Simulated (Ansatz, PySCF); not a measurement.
System: SiBr2, charge 0, multiplicity 1. 
Structure (B3LYP-D3(BJ)/def2-TZVP (Ansatz, a quantum-chemistry and plane-wave program) minimum search):
```
Si
Br 1 2.2694
Br 1 2.2694 2 102.37
```
Charge 0, spin multiplicity 1.

Quantity: atomisation energy (electronic, to ground-state atoms), in kcal/mol. Cores are frozen in the correlated levels unless marked. UHF or UKS for open shells. No spin-orbit coupling. Frozen are the shells of the preceding noble gas and the d and f shells that filled before the atom's block. Non-relativistic. The coupled-cluster limit lacks core correlation, which all-electron functionals hold. CBS(X,Y): correlation extrapolated as X^-3; Hartree-Fock from the larger set.

The Hartree-Fock reference is unstable (checked in the largest basis), which strains HF and MP2. 

```
level                                      program  atomisation energy (kcal/mol)
----------------------------------  --------------  -----------------------------
PBE/def2-TZVPD                              Ansatz                          185.5
BP86-D3(BJ)/def2-TZVPD               PySCF + dftd3                          188.9
r2SCAN/def2-TZVPD                           Ansatz                          182.8
B3LYP-D3(BJ)/def2-TZVPD             Ansatz + dftd3                              …
PBE0-D3(BJ)/def2-TZVPD              Ansatz + dftd3                          181.7
r2SCANh-D4/def2-TZVPD               Ansatz + dftd4                          180.8
r2SCAN0-D4/def2-TZVPD               Ansatz + dftd4                          177.3
M06-2X/def2-TZVPD                            PySCF                              …
B2PLYP/def2-TZVPD                           Ansatz                          174.5
PBE-QIDH/def2-TZVPD                         Ansatz                          177.8
RPA@PBE/def2-QZVPP                          Ansatz                              …
SCS-MP2/def2-TZVPPD                         Ansatz                          172.1
CCSD/def2-SVPD                              Ansatz                              …
CCSD(T)/CBS(def2-TZVPP,def2-QZVPP)          Ansatz                          179.7
```

### Question
Some entries are withheld; supply them.

### Answer

- B3LYP-D3(BJ)/def2-TZVPD, atomisation energy (kcal/mol): 178.5
- M06-2X/def2-TZVPD, atomisation energy (kcal/mol): 178.7
- RPA@PBE/def2-QZVPP, atomisation energy (kcal/mol): 156.3
- CCSD/def2-SVPD, atomisation energy (kcal/mol): 154.5
